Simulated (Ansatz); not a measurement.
C5H15Si2 (SMILES C[Si](C)[Si](C)(C)C), doublet, geometry from GFN2-xTB. Base run: CCSD/3-21G (Ansatz, a quantum-chemistry and plane-wave program).

Here is a job for Ansatz.
Ansatz 0.2 input:
```yaml
crystal:
  periodic: [false, false, false]
  atoms:
    - {symbol: C, position_ang: [2.17446562, -1.12878097, 1.19435852]}
    - {symbol: Si, position_ang: [1.29762067, 0.34614813, 0.33938496]}
    - {symbol: C, position_ang: [2.32409758, 0.70124872, -1.24033135]}
    - {symbol: Si, position_ang: [-0.96432819, 0.02672987, -0.03935888]}
    - {symbol: C, position_ang: [-1.49035723, -1.42290633, -1.19033081]}
    - {symbol: C, position_ang: [-1.82797218, -0.26401376, 1.64094312]}
    - {symbol: C, position_ang: [-1.68500417, 1.62379841, -0.80344824]}
    - {symbol: H, position_ang: [1.65494284, -1.42099595, 2.10192749]}
    - {symbol: H, position_ang: [2.20108923, -1.99541943, 0.53639155]}
    - {symbol: H, position_ang: [3.19993055, -0.89293156, 1.46408418]}
    - {symbol: H, position_ang: [2.34762321, -0.17234055, -1.88916882]}
    - {symbol: H, position_ang: [1.89719080, 1.52168682, -1.80920501]}
    - {symbol: H, position_ang: [3.35261542, 0.96239990, -1.00817967]}
    - {symbol: H, position_ang: [-1.14184821, -2.37496139, -0.79866689]}
    - {symbol: H, position_ang: [-2.56974638, -1.49162789, -1.30457322]}
    - {symbol: H, position_ang: [-1.06354737, -1.30378371, -2.18274599]}
    - {symbol: H, position_ang: [-1.62496332, 0.54771622, 2.33208231]}
    - {symbol: H, position_ang: [-1.48593050, -1.18303910, 2.10650811]}
    - {symbol: H, position_ang: [-2.90573206, -0.33691061, 1.52875878]}
    - {symbol: H, position_ang: [-1.25315630, 1.82398386, -1.77900752]}
    - {symbol: H, position_ang: [-2.76124254, 1.55470751, -0.93134361]}
    - {symbol: H, position_ang: [-1.48469794, 2.48514726, -0.17437394]}
basis:
  gaussian:
    orbitals: 3-21G.json
magnetization: {spin_polarized: true, initial_magnetization: 1}
correlation: {method: ccsd}
```
The basis file holds 3-21G in the JSON format of the Basis Set Exchange.

The base run was repeated with changes; each row names its change, and settings that it needs were set with it.

| change | ΔE vs base (kcal/mol) | MP2 correlation (Eh) | CC correlation without the perturbative part (Eh) | basis functions | core-seconds (rough) |
|---|---|---|---|---|---|
| base | 0.000 | -0.55451 | -0.64035 | 101 | 30 |
| method = bccd_t | -9.74 | -0.55451 | -0.63950 | 101 | 100 |
| method = ccsd_t | -9.69 | -0.55451 | -0.64035 | 101 | 60 |
| electrons = outside_noble_gas | 0.000 | -0.55451 | -0.64035 | 101 | 30 |
| reference functional = pbe0 | (withheld) | - | (withheld) | 101 | 50 |
| diis_vectors = 2 | 0.000 | -0.55451 | -0.64035 | 101 | 40 |
| method = bccd | 0.533 | -0.55451 | -0.63950 | 101 | 40 |
| method = rpa | (withheld) | - | - | 101 | 3 |
| accuracy = high | -0.005 | -0.55452 | -0.64036 | 101 | 100 |
| lower_state_search = off | 0.000 | -0.55451 | -0.64035 | 101 | 40 |

**Question.** What belongs in the gaps?

**Answer.** 
- reference functional = pbe0, ΔE vs base (kcal/mol): 4.68
- reference functional = pbe0, CC correlation without the perturbative part (Eh): -0.65177
- method = rpa, ΔE vs base (kcal/mol): -21.27
